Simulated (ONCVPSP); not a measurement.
Ca, ONCV: configuration errors across variants

- Element: calcium
- Generator: ONCVPSP 4.0.1
- Type: optimised norm-conserving Vanderbilt (ONCV)
- Functional: LDA (Perdew-Wang 92)
- Relativity: scalar-relativistic
- Frozen core: [Ne]
- Valence charge: 10
- Reference configuration: 3s2 3p6 4s2
- Partial waves: 3s+4s: rc 1.95 bohr, ncon 3, nbas 7, qcut 5.2 1/bohr, 2 projectors; 3p: rc 1.45 bohr, ncon 5, nbas 8, qcut 9.7 1/bohr, 2 projectors, debl 3.2 Ha; d scattering state at 0.07 Ha: rc 1.95 bohr, ncon 3, nbas 7, qcut 4.3 1/bohr, 3 projectors, debl 2 Ha
- Local potential: polynomial inside 1.20 bohr (lpopt 5, dvloc0 0 Ha)
- Core correction: none

In the d channel the program set the typed energies aside and used -0.078, 1.922, 3.922 Ha.

All-electron excitation energies from the reference (eV): (1) 3s2 3p6 4s1 6.458; (2) 3s2 3p6 4s0 18.403; (3) 3s2 3p6 4s1.5 2.564; (4) 3s2 3p6 3d0.5 4s1.5 1.020.

Errors AE − PS in meV (a dash: test not solved or not reliable):

```csv
change,(1),(2),(3),(4),bound ghosts,GHOST(+) flags above zero
base,-0.4,-2.6,-0.1,+14,none,d
"all radii scaled by about 0.78 (s 1.52, p 1.12, d 1.52 bohr); local potential polynomial inside 0.94 bohr (lpopt 5, dvloc0 0 Ha)",-0.3,-1.8,-0.1,+7.6,none,d
"all radii scaled by about 0.90 (s 1.76, p 1.30, d 1.76 bohr); local potential polynomial inside 1.08 bohr (lpopt 5, dvloc0 0 Ha)",-0.4,-2.3,-0.1,+10,none,none
"all radii scaled by about 1.12 (s 2.18, p 1.62, d 2.18 bohr); local potential polynomial inside 1.34 bohr (lpopt 5, dvloc0 0 Ha)",-0.4,-2.9,-0.1,+18,none,d
"all radii scaled by about 1.21 (s 2.36, p 1.76, d 2.36 bohr); local potential polynomial inside 1.46 bohr (lpopt 5, dvloc0 0 Ha)",-0.5,-3.2,-0.1,+23,none,none
```

Give the same row for: all radii scaled by about 1.30 (s 2.54, p 1.88, d 2.54 bohr); local potential polynomial inside 1.56 bohr (lpopt 5, dvloc0 0 Ha).

-0.5, -3.6, -0.1, +27; bound ghosts: none; GHOST(+) flags above zero: none.
